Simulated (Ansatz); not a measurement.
Al2Si2. Total charge 0; quintet. Geometry PBE-D4/def2-TZVP; atoms count from 1.

```xyz
4

Al    0.676   -1.183   -0.405
Al   -0.677    1.183    0.406
Si   -1.341   -0.244   -1.525
Si    1.341    0.244    1.525
```

At PBE0-D4/def2-TZVP a triplet of charge 0 lies 0.59 eV below the quintet, each at its own geometry. The structure comes from a short search, and lower isomers may exist.

**Question.** Estimate the Mulliken populations from the PBE0/def2-TZVP orbitals of Ansatz.

**Answer.** 
```
atom  charge (e)  spin (α − β)
 Al1        0.22          0.74
 Al2        0.22          0.74
 Si3       -0.22          1.26
 Si4       -0.22          1.26
```
Mulliken values and Mayer orders depend strongly on the basis.

**Question.** Where does the spin sit?

**Answer.** Summed by element: Al 1.47, Si 2.53, of 4 unpaired in all. Largest on single atoms: Si3 1.26, Si4 1.26, Al1 0.74.

**Question.** And the Mayer bond orders between bonded heavy atoms (over 0.3)?

**Answer.** Al1–Al2 0.45 (2.84 Å); Al1–Si3 0.99 (2.49 Å); Al1–Si4 0.99 (2.49 Å); Al2–Si3 0.99 (2.49 Å); Al2–Si4 0.99 (2.49 Å). Values over 0.3 also appear between atoms too far apart for a bond (Si3–Si4 0.36 at 4.09 Å); they arise where an orbital or an unpaired electron spreads over both atoms.
